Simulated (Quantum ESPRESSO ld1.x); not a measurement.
ld1.x (Quantum ESPRESSO 7.5) input

```
 &input
    atom='Nd',
    iswitch=1,
    rel=2,
    dft='PW91',
    config='[Xe] 4f4 6s1',
    rel_dist='energy',
    verbosity='high',
    lsmall=.true.,
    prefix='ld1',
    max_out_wfc=37,
    file_charge='ld1.rho',
 /
```

Command: `OMP_NUM_THREADS=1 ld1.x < ld1.in > ld1.out`

Output (excerpt):

```
     Program LD1 v.7.5 starts

     --------------------------- All-electron run ----------------------------

     dirac relativistic calculation

     atomic number is 60.00
     dft =PW91   lsd =0 sic =0 latt =0  beta=0.20 tr2=1.0E-14
     Exchange-correlation= PW91
                           (   1   4   2   2   0   0   0)
     mesh =2089 r(mesh) = 100.44953 a.u. xmin = -8.00 dx = 0.00800
     1 Ry =  13.60569312 eV, c = 137.03599908

     n l j   nl                  e(Ry)          e(Ha)          e(eV)
     Spin orbit split results
     1 0 0.5 1S 1( 2.00)   -3187.886701569   -1593.943350785 -43373.4081724
     2 0 0.5 2S 1( 2.00)    -515.736553005    -257.868276503  -7016.9532725
     2 1 0.5 2P 1( 2.00)    -487.946626238    -243.973313119  -6638.8520570
     2 1 1.5 2P 1( 4.00)    -449.707717630    -224.853858815  -6118.5852011
     3 0 0.5 3S 1( 2.00)    -112.205725457     -56.102862729  -1526.6366672
     3 1 0.5 3P 1( 2.00)    -100.339824521     -50.169912261  -1365.1928605
     3 1 1.5 3P 1( 4.00)     -92.707004331     -46.353502166  -1261.3430513
     4 0 0.5 4S 1( 2.00)     -22.646586234     -11.323293117   -308.1225026
     4 1 0.5 4P 1( 2.00)     -18.169836636      -9.084918318   -247.2132214
     4 1 1.5 4P 1( 4.00)     -16.514347553      -8.257173776   -224.6891449
     3 2 1.5 3D 1( 4.00)     -72.042614925     -36.021307463   -980.1897104
     3 2 2.5 3D 1( 6.00)     -70.392693907     -35.196346953   -957.7413914
     5 0 0.5 5S 1( 2.00)      -3.408292856      -1.704146428    -46.3721867
     5 1 0.5 5P 1( 2.00)      -2.216644492      -1.108322246    -30.1589847
     5 1 1.5 5P 1( 4.00)      -1.993796897      -0.996898448    -27.1269887
     4 2 1.5 4D 1( 4.00)      -9.159143406      -4.579571703   -124.6164945
     4 2 2.5 4D 1( 6.00)      -8.866848800      -4.433424400   -120.6396237
     4 3 2.5 4F 1( 4.00)      -0.573632119      -0.286816059     -7.8046626
     4 3 3.5 4F 1( 0.00)      -0.543972934      -0.271986467     -7.4011288
     6 0 0.5 6S 1( 1.00)      -0.603328332      -0.301664166     -8.2087001
     Averaged results
     1 0     1S 1( 2.00)   -3187.886701569   -1593.943350785 -43373.4081724
     2 0     2S 1( 2.00)    -515.736553005    -257.868276503  -7016.9532725
     2 1     2P 1( 6.00)    -462.454020500    -231.227010250  -6292.0074864
     3 0     3S 1( 2.00)    -112.205725457     -56.102862729  -1526.6366672
     3 1     3P 1( 6.00)     -95.251277728     -47.625638864  -1295.9596543
     4 0     4S 1( 2.00)     -22.646586234     -11.323293117   -308.1225026
     4 1     4P 1( 6.00)     -17.066177247      -8.533088624   -232.1971704
     3 2     3D 1(10.00)     -71.052662314     -35.526331157   -966.7207190
     5 0     5S 1( 2.00)      -3.408292856      -1.704146428    -46.3721867
     5 1     5P 1( 6.00)      -2.068079429      -1.034039714    -28.1376541
     4 2     4D 1(10.00)      -8.983766642      -4.491883321   -122.2303720
     4 3     4F 1( 4.00)      -0.556684013      -0.278342007     -7.5740719
     6 0     6S 1( 1.00)      -0.603328332      -0.301664166     -8.2087001

     final scf error:  1.2E-15 reached in  24 iterations

     Etot =  -19261.773003 Ry,   -9630.886501 Ha, -262069.772483 eV

     Ekin =   20774.608572 Ry,   10387.304286 Ha,  282652.948982 eV
     Encl =  -47038.569938 Ry,  -23519.284969 Ha, -639992.347520 eV
     Eh   =    7450.578173 Ry,    3725.289087 Ha,  101370.280214 eV
     Exc  =    -448.389810 Ry,    -224.194905 Ha,   -6100.654159 eV
```

Run on one thread of a shared host, so times are rough (Intel(R) Xeon(R) Processor @ 2.60GHz): 0.56 s of CPU time, 1.6 s wall, 24 iterations on 2089 mesh points.
